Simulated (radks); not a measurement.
Q: Species: O+. Configuration: [He] 2s2 2p3 (the NIST ground configuration). Calculated with a radial shooting solver on a logarithmic mesh with Libxc functionals: scalar-relativistic Kohn-Sham, Wu-Cohen GGA, spin-polarised, spherical densities, point nucleus; open shells are filled with parallel spins first. Some entries of the table are withheld. Estimate them.

orbital,occ.,eigenvalue (hartree),r(max) (bohr),<1/r> (bohr^-1)
1s up,1,-19.57522,0.1294,7.615
1s down,1,-19.48680,0.1292,7.640
2s up,1,-1.52330,0.8501,(1)
2s down,1,-1.30422,0.8664,(2)
2p up,3,-0.96925,0.7714,1.232
2p down,0,-0.74878,0.8047,1.162

A: 
(1) 2s up <1/r> (bohr^-1): 1.355
(2) 2s down <1/r> (bohr^-1): 1.305
